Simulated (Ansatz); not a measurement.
Steps of a relaxation of CH3GaOS (`C1[O][GaH][S]1`) with RKS PBE0-D4/def2-TZVP.

```sh
$ ansatz run in.yaml --threads 2 --pin off --events-out ev --progress --plain --max-ram 4352MiB
```

```yaml
crystal:
  periodic: [false, false, false]
  atoms:
    - {symbol: C, position_ang: [-0.474710, 0.871300, -0.024820]}
    - {symbol: O, position_ang: [0.359220, 0.273330, 0.917600]}
    - {symbol: Ga, position_ang: [0.692760, -1.273530, 0.030880]}
    - {symbol: S, position_ang: [-0.657440, -0.310010, -1.454600]}
    - {symbol: H, position_ang: [-0.045860, 1.801290, -0.405900]}
    - {symbol: H, position_ang: [-1.467990, 1.063240, 0.387140]}
    - {symbol: H, position_ang: [1.594020, -2.425610, 0.549700]}
basis:
  gaussian: {orbitals: def2-TZVP}
hamiltonian: {xc: pbe0, dispersion: d4}
relax: {f_tol: 0.005, max_steps: 150}
```

Positions (Å) and forces (eV/Å) along the path, 7 of 7 steps:

```xyz
7
step=1 energy=-66334.6862 eV
C    -0.475    0.871   -0.025   -0.072    0.072   -0.043
O     0.359    0.273    0.918    0.052    0.035    0.079
Ga    0.693   -1.274    0.031   -0.164    0.123   -0.135
S    -0.657   -0.310   -1.455    0.391   -0.330    0.357
H    -0.046    1.801   -0.406   -0.007    0.044   -0.029
H    -1.468    1.063    0.387   -0.063    0.025   -0.007
H     1.594   -2.426    0.550   -0.136    0.030   -0.221
7
step=2 energy=-66334.7147 eV
C    -0.476    0.878   -0.022   -0.017   -0.023   -0.084
O     0.363    0.298    0.931    0.041    0.042    0.119
Ga    0.697   -1.260    0.059   -0.020    0.032   -0.011
S    -0.625   -0.336   -1.430    0.075   -0.086    0.062
H    -0.058    1.808   -0.418   -0.005    0.008    0.001
H    -1.478    1.063    0.377   -0.009    0.002    0.001
H     1.577   -2.450    0.503   -0.065    0.026   -0.088
7
step=3 energy=-66334.7190 eV
C    -0.475    0.877   -0.022   -0.056    0.034   -0.059
O     0.364    0.315    0.945    0.023   -0.023    0.014
Ga    0.702   -1.247    0.077    0.019   -0.019    0.024
S    -0.611   -0.351   -1.419    0.001    0.018    0.011
H    -0.063    1.807   -0.424    0.005   -0.008    0.008
H    -1.480    1.059    0.370    0.009   -0.003    0.008
H     1.563   -2.461    0.473   -0.002    0.001   -0.005
7
step=4 energy=-66334.7191 eV
C    -0.476    0.878   -0.022   -0.022    0.001   -0.040
O     0.363    0.315    0.945    0.013   -0.013    0.013
Ga    0.702   -1.248    0.079    0.005    0.005    0.009
S    -0.610   -0.351   -1.419   -0.003    0.014    0.009
H    -0.063    1.808   -0.424    0.003   -0.004    0.005
H    -1.481    1.060    0.370    0.005   -0.003    0.004
H     1.564   -2.462    0.471   -0.001   -0.001    0.000
7
step=5 energy=-66334.7191 eV
C    -0.477    0.878   -0.024    0.005   -0.005    0.004
O     0.363    0.315    0.945   -0.006    0.021    0.008
Ga    0.703   -1.247    0.080    0.006   -0.020   -0.009
S    -0.610   -0.350   -1.419   -0.002    0.002   -0.001
H    -0.062    1.807   -0.424   -0.001    0.003   -0.001
H    -1.480    1.059    0.371   -0.003    0.002    0.000
H     1.563   -2.462    0.471    0.001   -0.002    0.000
7
step=6 energy=-66334.7192 eV
C    -0.477    0.878   -0.024    0.003    0.000    0.005
O     0.363    0.315    0.945   -0.002   -0.003   -0.006
Ga    0.703   -1.248    0.080    0.000    0.004    0.004
S    -0.610   -0.350   -1.418   -0.001    0.000   -0.002
H    -0.063    1.808   -0.424   -0.001    0.000    0.000
H    -1.480    1.060    0.370    0.000    0.000   -0.001
H     1.564   -2.463    0.471    0.000   -0.001    0.000
7
step=7 energy=-66334.7192 eV
C    -0.477    0.878   -0.024    0.000    0.000    0.000
O     0.363    0.315    0.945    0.000    0.000    0.000
Ga    0.703   -1.247    0.080    0.000    0.000    0.000
S    -0.610   -0.350   -1.418    0.000    0.000    0.000
H    -0.063    1.808   -0.424    0.000    0.000    0.000
H    -1.480    1.060    0.370    0.000    0.000    0.000
H     1.564   -2.463    0.471    0.000    0.000    0.000
```

Run time 37 s (2 threads of an Arm Neoverse V1 on a shared host); peak host memory 0.41 GiB.
